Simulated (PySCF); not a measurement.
**Ionisation energy of Pt²⁺ by level of theory**

Pt²⁺ [Xe] 4f14 5d8 (3F) → Pt³⁺ [Xe] 4f14 5d7 (4F), as a difference of total energies. Calculation: PySCF 2.14, in def2-TZVPPD with the def2 core potential (60 electrons) (6s5p3d2f1g, 59 functions); a scalar-relativistic core potential. Correlated levels: valence and next inner shell: nothing frozen outside the core potential. The calculations carry no spin-orbit coupling.

| method | ionisation energy (eV) |
| --- | --- |
| UHF | 29.182 |
| MP2 (valence and next inner shell) | 30.694 |
| SCS-MP2 (valence and next inner shell) | 30.591 |
| CCSD (valence and next inner shell) | 30.534 |
| CCSD(T) (valence and next inner shell) | 30.609 |

Q: How much does correlation contribute at CCSD(T) (valence and next inner shell)?

A: 30.609 − (29.182) = 1.427 eV, measured against UHF.

The reference lies between the lowest fine-structure levels, while these numbers refer to the centres of the terms.

Errors of the correlated levels include the incompleteness of this basis.

For comparison: 29 ± 1.6 eV (theoretical estimate listed by NIST; NIST Atomic Spectra Database, ionization energies).
